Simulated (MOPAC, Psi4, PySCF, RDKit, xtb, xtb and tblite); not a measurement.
Two geometries of CH₁₀O₂Si₃, SMILES CO[SiH2][SiH2]O[SiH3], relaxed at GFN2-xTB with one dihedral held; other torsions can differ between them too.

Structure A

```
16

C      3.4991     0.1022     0.3928
O      2.1567    -0.1424     0.6775
Si     0.8477     0.3902    -0.1270
Si    -0.8829    -0.6435     0.9505
O     -1.4252     0.2758     2.1772
Si    -1.5355     1.4768     3.2523
H      3.7249     1.1680     0.4732
H      3.7459    -0.2283    -0.6188
H      4.1070    -0.4497     1.1107
H      0.8637     1.8680    -0.1557
H      0.9681     0.0306    -1.5541
H     -0.6492    -1.9494     1.5789
H     -2.0495    -0.7664     0.0665
H     -2.5554     1.0433     4.2036
H     -1.9284     2.6827     2.5228
H     -0.2279     1.6459     3.8863
```

Structure B

```
16

C     -3.4994     0.1941     0.3268
O     -2.1930    -0.2479     0.5238
Si    -0.8527     0.2363    -0.2595
Si     0.7683    -0.8958     0.8831
O      1.7731    -1.5343    -0.2251
Si     2.8649    -1.6890    -1.4035
H     -3.5667     1.2748     0.4706
H     -3.8403    -0.0420    -0.6837
H     -4.1437    -0.3066     1.0503
H     -0.7566     1.7121    -0.2159
H     -1.0101    -0.0244    -1.7061
H      1.6037    -0.0292     1.7311
H      0.4042    -2.0670     1.6901
H      4.1889    -1.5830    -0.7934
H      2.6219    -3.0103    -1.9761
H      2.6399    -0.6160    -2.3728
```

Problem. Which is lower in energy at the level Psi4 with B3LYP-D3(BJ)/def2-SVP // GFN2-xTB, and by how much?

Solution. A is lower, by 1.19 kcal/mol (dihedral O2–Si3–Si4–O5: 90° in A, 135° in B).

E(B) − E(A) in kcal/mol at the other levels, on the same two geometries: GFN2-xTB (xtb and tblite) -1.35; MMFF94 // GFN2-xTB (RDKit) 2.30; B3LYP/def2-SVP // GFN2-xTB (Psi4) 1.10; PBE/def2-SVP // GFN2-xTB (Psi4) 1.10; PBE-D3(BJ)/def2-SVP // GFN2-xTB (Psi4) 1.16; UFF // GFN2-xTB (RDKit) 2.48; PM3, restricted, heats of formation // GFN2-xTB (MOPAC) 1.84; PM7, restricted, heats of formation // GFN2-xTB (MOPAC) 0.78; GFN1-xTB // GFN2-xTB (xtb) 0.29; restricted B3LYP/6-31G*, spherical d, density fitting // GFN2-xTB (PySCF) 0.92; restricted Hartree-Fock/STO-3G // GFN2-xTB (PySCF) 1.64; restricted B3LYP/LANL2DZ, with its core potentials past Ne // GFN2-xTB (PySCF) 0.79; restricted Hartree-Fock/6-31G*, spherical d, density fitting // GFN2-xTB (PySCF) 0.89.
